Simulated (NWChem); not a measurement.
System: PbN2H4, singlet; SMILES [NH2][Pb][NH2]

NWChem input:

```
start job
memory heap 200 mb stack 900 mb global 1100 mb
geometry units angstroms noautoz
  Pb    -0.000002    -0.000005     0.278835
  N     -1.551816     0.032606    -1.195681
  H     -2.513411     0.262867    -0.964445
  H     -1.389061     0.160035    -2.190530
  N      1.551835    -0.032518    -1.195695
  H      1.389062    -0.160056    -2.190532
  H      2.513393    -0.262929    -0.964438
end
basis spherical
  Pb library def2-tzvp
  N library def2-tzvp
  H library def2-tzvp
end
ecp
  Pb library def2-ecp
end
dft
  xc b3lyp
  iterations 150
  mulliken
end
task dft energy
```

Low-valent species are run as closed-shell singlets; no triplet was tried in these runs. The geometry was optimised at PBE0/def2-SVP. def2 effective core potentials on Pb; no spin-orbit coupling.

Problem. Give the results of this calculation. (B3LYP/def2-TZVP with def2 effective core potentials on Pb.) Quantities: energy (Ha); highest occupied level (eV); orbital gap (eV); dipole (D).

Solution. The energy (Ha) comes out as -304.92 and the highest occupied level (eV) is -6.01. The orbital gap (eV) is 4.46 and the dipole (D) is 0.73.
